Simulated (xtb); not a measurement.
FRb, charge +1, doublet, from a rough starting geometry (GFN-xTB shapes and energies of metal compounds can be far from the true ones) (a state made from the parent by changing its charge; the spin is typed, not shown lowest); GFN2-xTB in xtb.

Here is a job for xtb.
```
$ xtb mol.xyz --gfn 2 --chrg 1 --uhf 1 --opt vtight --json

# file mol.xyz
2

Rb    -0.60719605    -0.48290640    -0.78778144
F      0.57506535     0.45529367     0.76951299
```

### Question
What does xtb print? Leave out banner, timings and long lists.

### Answer

```
   ID    Z sym.   atoms
    1   37 Rb     1
    2    9 F      2

           -------------------------------------------------
          |                Calculation Setup                |
           -------------------------------------------------

           -------------------------------------------------
          |                 G F N 2 - x T B                 |
           -------------------------------------------------

          ...................................................
          :                      SETUP                      :
          :.................................................:
          :  # basis functions                   8          :
          :  # atomic orbitals                   8          :
          :  # shells                            4          :
          :  # electrons                         7          :
          :  max. iterations                   250          :
          :  Hamiltonian                  GFN2-xTB          :
          :  restarted?                      false          :
          :  GBSA solvation                  false          :
          :  PC potential                    false          :
          :  electronic temp.          300.0000000     K    :
          :  accuracy                    1.0000000          :
          :  -> integral cutoff          0.2500000E+02      :
          :  -> integral neglect         0.1000000E-07      :
          :  -> SCF convergence          0.1000000E-05 Eh   :
          :  -> wf. convergence          0.1000000E-03 e    :
          :  Broyden damping             0.4000000          :
          :  net charge                          1          :
          :  unpaired electrons                  1          :
          ...................................................

 iter      E             dE          RMSdq      gap      omega  full diag
   1     -4.4194554 -0.441946E+01  0.149E+01    1.00       0.0  T
   2     -4.4350143 -0.155589E-01  0.637E+00    4.17       1.0  T
   3     -4.4362905 -0.127623E-02  0.562E-01    6.03       1.0  T
   4     -4.4363057 -0.151980E-04  0.298E-01    6.24       1.0  T
   5     -4.4363070 -0.127821E-05  0.266E-02    6.25       2.7  T
   6     -4.4363070 -0.588544E-07  0.175E-02    6.24       4.0  T
   7     -4.4363070 -0.165372E-08  0.602E-04    6.24     117.4  T
   8     -4.4363070 -0.106466E-10  0.210E-04    6.24     337.0  T

   *** convergence criteria satisfied after 8 iterations ***

         :::::::::::::::::::::::::::::::::::::::::::::::::::::
         ::                     SUMMARY                     ::
         :::::::::::::::::::::::::::::::::::::::::::::::::::::
         :: total energy              -4.432015198210 Eh    ::
         :: gradient norm              0.028820615422 Eh/a0 ::
         :: HOMO-LUMO gap              6.238801887970 eV    ::
         ::.................................................::
         :: SCC energy                -4.436307020733 Eh    ::
         :: -> isotropic ES            0.185097665236 Eh    ::
         :: -> anisotropic ES         -0.001663224454 Eh    ::
         :: -> anisotropic XC          0.000175164490 Eh    ::
         :: -> dispersion             -0.000238633497 Eh    ::
         :: repulsion energy           0.004291822523 Eh    ::
         :: add. restraining           0.000000000000 Eh    ::
         :: total charge               1.000000000000 e     ::
         :::::::::::::::::::::::::::::::::::::::::::::::::::::

      -----------------------------------------------------------
     |                   =====================                   |
     |                        A N C O P T                        |
     |                   =====================                   |
     |               Approximate Normal Coordinate               |
     |                Rational Function Optimizer                |
      -----------------------------------------------------------
[...]
 * total energy  :    -4.4320152 Eh     change       -0.2170708E-11 Eh
 * total energy  :    -4.4351448 Eh     change       -0.3129603E-02 Eh
 * total energy  :    -4.4368641 Eh     change       -0.1719295E-02 Eh
 * total energy  :    -4.4377691 Eh     change       -0.9049608E-03 Eh
 * total energy  :    -4.4381912 Eh     change       -0.4221664E-03 Eh
 * total energy  :    -4.4383567 Eh     change       -0.1654910E-03 Eh
 * total energy  :    -4.4383590 Eh     change       -0.2313188E-05 Eh
 * total energy  :    -4.4383592 Eh     change       -0.1393474E-06 Eh
 * total energy  :    -4.4383592 Eh     change       -0.9777104E-09 Eh
   *** GEOMETRY OPTIMIZATION CONVERGED AFTER 9 ITERATIONS ***
[...]
   3     -4.4383945 -0.257572E-13  0.585E-08    5.23  100000.0  T

   *** convergence criteria satisfied after 3 iterations ***

         :::::::::::::::::::::::::::::::::::::::::::::::::::::
         ::                     SUMMARY                     ::
         :::::::::::::::::::::::::::::::::::::::::::::::::::::
         :: total energy              -4.438359168477 Eh    ::
         :: gradient norm              0.000000315527 Eh/a0 ::
         :: HOMO-LUMO gap              5.227704807483 eV    ::
         ::.................................................::
         :: SCC energy                -4.438394549859 Eh    ::
         :: -> isotropic ES            0.181151741890 Eh    ::
         :: -> anisotropic ES         -0.001783117014 Eh    ::
         :: -> anisotropic XC          0.000446364574 Eh    ::
         :: -> dispersion             -0.000245412230 Eh    ::
         :: repulsion energy           0.000035381382 Eh    ::
         :: add. restraining           0.000000000000 Eh    ::
         :: total charge               1.000000000003 e     ::
         :::::::::::::::::::::::::::::::::::::::::::::::::::::

           -------------------------------------------------
          |                Property Printout                |
           -------------------------------------------------

    * Orbital Energies and Occupations

         #    Occupation            Energy/Eh            Energy/eV
      -------------------------------------------------------------
         1        2.0000           -1.0752227             -29.2583
         2        1.9846           -0.7893149             -21.4784
         3        1.5077           -0.7853945             -21.3717
         4        1.5077           -0.7853945             -21.3717 (HOMO)
         5                         -0.5932799             -16.1440 (LUMO)
         6                         -0.3409096              -9.2766
         7                         -0.3409096              -9.2766
         8                         -0.2293642              -6.2413
      -------------------------------------------------------------
                  HL-Gap            0.1921146 Eh            5.2277 eV
             Fermi-level           -0.7373512 Eh          -20.0643 eV

     #   Z          covCN         q      C6AA      α(0)
     1  37 Rb       0.567     0.883   722.234   108.186
     2   9 F        0.567     0.117     8.476     3.432

 Mol. C6AA /au·bohr⁶  :        833.958306
 Mol. C8AA /au·bohr⁸  :     205012.869035
 Mol. α(0) /au        :        111.617675

Wiberg/Mayer (AO) data.
largest (>0.10) Wiberg bond orders for each atom

 ---------------------------------------------------------------------------
     #   Z sym  total        # sym  WBO       # sym  WBO       # sym  WBO
 ---------------------------------------------------------------------------
     1  37 Rb   0.221 --     2 F    0.221
     2   9 F    0.221 --     1 Rb   0.221
 ---------------------------------------------------------------------------

molecular dipole:
                 x           y           z       tot (Debye)
 q only:       -1.133      -0.901      -1.470
   full:       -1.401      -1.114      -1.823       6.494
molecular quadrupole (traceless):
                xx          xy          yy          xz          yz          zz
 q only:       -0.359       2.555      -1.544       4.196       3.334       1.903
  q+dip:       -0.484       3.418      -2.070       5.619       4.465       2.554
   full:       -0.359       2.605      -1.566       4.269       3.393       1.925

optimized geometry written to: xtbopt.xyz

           -------------------------------------------------
          | TOTAL ENERGY               -4.438359168477 Eh   |
          | GRADIENT NORM               0.000000315527 Eh/α |
          | HOMO-LUMO GAP               5.227704807483 eV   |
           -------------------------------------------------

normal termination of xtb
```
